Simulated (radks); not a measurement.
Q: These are the eigenvalues of the occupied orbitals of an atom or ion with whole-number occupations (hartree). Method: Dirac Kohn-Sham, PBE, spin-unpolarised, spherical densities, finite nucleus; Fermi nuclear charge, rms radius of each element as measured or else 0.836 A^(1/3) + 0.57 fm; computed with a radial shooting solver on a logarithmic mesh with Libxc functionals.

1s1/2: -1970.649
2s1/2: -329.0667
2p1/2: -313.0401
2p3/2: -283.6379
3s1/2: -74.30077
3p1/2: -67.30460
3p3/2: -61.20037
3d3/2: -49.16598
3d5/2: -47.83364
4s1/2: -15.74247
4p1/2: -12.97816
4p3/2: -11.60328
4d3/2: -7.04453
4d5/2: -6.79360
5s1/2: -2.80550
5p1/2: -2.01309
5p3/2: -1.80959
4f5/2: -1.33981
4f7/2: -1.30284
6s1/2: -0.68165

Which element is it, and in what charge state? The configuration may be excited. Open shells, if any, fill j = l - 1/2 first.

A: Z = 66, dysprosium, charge +2: Dy2+ in [Xe] 4f8 6s2. The list shows which subshells hold electrons but not how many an open one holds; the 1s level, -1970.6 hartree, gives Z - s = 62.8 by -(Z - s)^2/2, which with screening and relativity narrows Z to a few neighbours, and the depths of the outer levels then fix element, charge and occupations together.
